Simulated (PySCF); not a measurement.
SMILES O([SiH3])[SiH2]C[Si](C)(C)C (GFN2-xTB optimised geometry):

```
24

C     -0.918    -2.595    -1.516
Si    -0.280    -1.633     0.000
C      1.627    -1.633     0.000
C     -0.900    -2.501     1.588
C     -0.938     0.165     0.000
Si    -0.283     1.318    -1.354
O     -0.637     0.725    -2.824
Si    -1.518     0.234    -4.085
H     -0.576    -3.626    -1.509
H     -0.572    -2.136    -2.436
H     -2.004    -2.611    -1.549
H      2.026    -2.639     0.096
H      2.024    -1.044     0.821
H      2.014    -1.212    -0.922
H     -1.984    -2.513     1.640
H     -0.561    -3.532     1.631
H     -0.536    -2.002     2.481
H     -2.026     0.133    -0.065
H     -0.710     0.619     0.964
H     -0.918     2.639    -1.266
H      1.175     1.424    -1.365
H     -1.832     1.415    -4.888
H     -0.656    -0.705    -4.800
H     -2.739    -0.406    -3.595
```

Method: PBE/def2-SVP (PySCF).

Problem. What are the frontier orbital energies and the dipole moment?

Solution. HOMO-2 -7.04 eV, HOMO-1 -6.77 eV, HOMO -6.53 eV, LUMO -0.29 eV, LUMO+1 0.59 eV; dipole moment 0.97 D.

Meta-Löwdin charges at PBE/def2-SVP: C1 -0.55, Si2 0.85, C3 -0.55, C4 -0.55, C5 -0.66, Si6 0.83, O7 -0.77, Si8 0.71, H9 0.11, H10 0.11, H11 0.11, H12 0.11, H13 0.11, H14 0.12, H15 0.11, H16 0.11, H17 0.11, H18 0.12, H19 0.13, H20 -0.12, H21 -0.12, H22 -0.11, H23 -0.11, H24 -0.12.
